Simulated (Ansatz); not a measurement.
Relaxation of C4H12SSi (18 atoms, charge 0, multiplicity 1), to a largest force component of 0.015 eV/Å in at most 40 steps.

Method: Ansatz, RHF/STO-3G.

```xyz
18
Properties=species:S:1:pos:R:3
C -2.919 0.018 0.084
C -1.963 -1.000 0.477
S -0.464 -0.275 1.147
C 0.359 0.446 -0.363
C 1.703 0.960 -0.149
Si 3.074 -0.277 -0.013
H -3.191 0.723 0.915
H -2.566 0.694 -0.764
H -3.890 -0.399 -0.218
H -1.709 -1.642 -0.347
H -2.408 -1.632 1.275
H -0.333 1.278 -0.650
H 0.222 -0.290 -1.172
H 1.699 1.634 0.765
H 1.948 1.592 -0.983
H 2.955 -1.107 1.217
H 4.397 0.432 0.036
H 3.048 -1.143 -1.202
```

Question: Where does it end, and by what steps?

Answer: The forces met the threshold. Limits of this set-up: minimal basis. After 11 steps the energy has fallen by 0.988 eV; H18 moved furthest, 0.41 Å.

| step | energy less start (eV) | largest force component (eV/Å) | accepted |
| --- | --- | --- | --- |
| 0 | 0.0000 | 6.912 | yes |
| 1 | -0.8453 | 1.943 | yes |
| 2 | -0.9563 | 0.499 | yes |
| 3 | -0.9724 | 0.254 | yes |
| 4 | -0.9823 | 0.064 | yes |
| 5 | -0.9778 | 0.213 | no |
| 6 | -0.9845 | 0.023 | yes |
| 7 | -0.9861 | 0.074 | yes |
| 8 | -0.9866 | 0.052 | yes |
| 9 | -0.9873 | 0.018 | yes |
| 10 | -0.9874 | 0.034 | yes |
| 11 | -0.9875 | 0.012 | yes |

```xyz
18
Properties=species:S:1:pos:R:3
C -2.997 0.061 0.196
C -1.886 -0.997 0.368
S -0.330 -0.371 1.032
C 0.305 0.463 -0.440
C 1.739 1.002 -0.215
Si 3.043 -0.302 0.109
H -3.213 0.551 1.141
H -2.709 0.823 -0.522
H -3.910 -0.408 -0.161
H -1.716 -1.495 -0.586
H -2.238 -1.759 1.062
H -0.343 1.295 -0.713
H 0.304 -0.224 -1.286
H 1.722 1.712 0.605
H 2.021 1.567 -1.099
H 2.896 -0.863 1.408
H 4.331 0.295 0.013
H 2.943 -1.339 -0.861
```

Whether the end is a true minimum wasn't checked by a vibrational analysis.

Run time: 22 s on 1 thread of Arm Neoverse V2, with other jobs on the host, peak memory 0.11 GiB.
